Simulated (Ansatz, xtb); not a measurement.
Isomers of C3H6F2GeO in order of energy

3 gas-phase structures of C3H6F2GeO, from a drawn sample of its isomers (lower ones may exist). Each was relaxed with GFN2-xTB; where two conformers were screened, the lower at r2SCAN-D4/def2-SVP is listed:

A. `C[C@]1([GeH]([F])[F])CO1`, a singlet
B. `F[C@@H]1CO[CH2][Ge@H]1[F]`, a singlet
C. `FC[C@]1([GeH2][F])CO1`, a singlet

Estimate their order in r2SCAN-D4/def2-SVP energy at these geometries, lowest first.

Calculated order at r2SCAN-D4/def2-SVP: A (0.0), B (80.6), C (158.6) kJ/mol.

Energies above the lowest of each column, in kJ/mol; the last columns are at B3LYP/def2-SVP geometries:

| structure | GFN2-xTB | HF/STO-3G | r2SCAN-D4/def2-SVP | B3LYP/def2-SVP | CCSD(T)/def2-SVP + ΔMP2/def2-TZVPP |
| --- | --- | --- | --- | --- | --- |
| A | 0.0 | 77.3 | 0.0 | 0.0 | 0.0 |
| B | 109.1 | 0.0 | 80.6 | 80.1 | 96.1 |
| C | 123.4 | 128.8 | 158.6 | 146.2 | 158.1 |

CCSD(T)/def2-SVP + ΔMP2/def2-TZVPP puts A lowest; HF/STO-3G picks B. Flexible structures stand in one conformer each, not always the lowest. ΔMP2 is the change of the MP2 energy from the smaller to the larger basis.

Programs: Ansatz 0.2.0, xtb 6.7.1.
